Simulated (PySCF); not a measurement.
Isomers of C9H10, from PySCF, PBE0-D3(BJ)/def2-SVP geometry optimisation, gas phase. One conformer each, no zero-point energy, no frequencies.

**Question.** Which is lowest in electronic energy at this level?
A. `[CH2:1]=[CH:2][c:3]1[cH:4][cH:5][cH:6][cH:7][c:8]1[CH3:9]` with C1–C2–C3–C4 25°: A = 2508, B = 1539, C = 966.8 MHz, dipole 0.42 D
B. `Cc1ccc2c(c1)CC2`: A = 3930, B = 1277, C = 981.8 MHz, dipole 0.24 D
C. `[CH2:1]=[CH:2][C:3]1=[CH:4][CH:5]=[CH:6][CH2:7][CH:8]=[CH:9]1` with C1–C2–C3–C4 -174°, C3–C4–C5–C6 -32°, C5–C6–C7–C8 67°, C6–C7–C8–C9 -68°, C2–C3–C9–C8 -152°: A = 3388, B = 1244, C = 968.0 MHz, dipole 0.55 D
D. `[CH2:1]=[C:2]([CH3:3])[c:4]1[cH:5][cH:6][cH:7][cH:8][cH:9]1` with C1–C2–C4–C5 -154°: A = 3588, B = 1204, C = 928.2 MHz, dipole 0.34 D
E. `[CH2:1]=[C:2]([CH3:3])/[CH:4]=[CH:5]/[C:6]1=[CH:7][C:8]1=[CH2:9]` with C1–C2–C4–C5 180°, C4–C5–C6–C7 180°: A = 3931, B = 751.0, C = 633.0 MHz, dipole 2.66 D
F. `[cH:1]1[cH:2][cH:3][c:4]2[c:5]([cH:6]1)[CH2:7][CH2:8][CH2:9]2` with C4–C5–C7–C8 -17°, C5–C7–C8–C9 27°, C7–C8–C9–C4 -27°, C3–C4–C9–C8 -164°: A = 3545, B = 1501, C = 1084 MHz, dipole 0.59 D

**Answer.** F. That is indan (`C1CCc2ccccc12`), 20.7 kcal/mol below the next.

```csv
SMILES,mapped SMILES,E (Eh),relative (kcal/mol),relative (kJ/mol),dipole (D)
c1ccc2c(c1)CCC2,[cH:1]1[cH:2][cH:3][c:4]2[c:5]([cH:6]1)[CH2:7][CH2:8][CH2:9]2,-348.34203,0.0,0.0,0.59
C=C(C)c1ccccc1,[CH2:1]=[C:2]([CH3:3])[c:4]1[cH:5][cH:6][cH:7][cH:8][cH:9]1,-348.30908,20.7,86.5,0.34
C=Cc1ccccc1C,[CH2:1]=[CH:2][c:3]1[cH:4][cH:5][cH:6][cH:7][c:8]1[CH3:9],-348.30852,21.0,88.0,0.42
Cc1ccc2c(c1)CC2,[CH3:1][c:2]1[cH:3][cH:4][c:5]2[c:6]([cH:7]1)[CH2:8][CH2:9]2,-348.29949,26.7,111.7,0.24
C=CC1=CC=CCC=C1,[CH2:1]=[CH:2][C:3]1=[CH:4][CH:5]=[CH:6][CH2:7][CH:8]=[CH:9]1,-348.25606,53.9,225.7,0.55
C=C(C)/C=C/C1=CC1=C,[CH2:1]=[C:2]([CH3:3])/[CH:4]=[CH:5]/[C:6]1=[CH:7][C:8]1=[CH2:9],-348.17733,103.4,432.4,2.66
```

As drawn, the lowest has an aromatic ring, which the highest lacks; the highest has a three-membered ring and a C=C bond outside aromatic rings, which the lowest lacks.
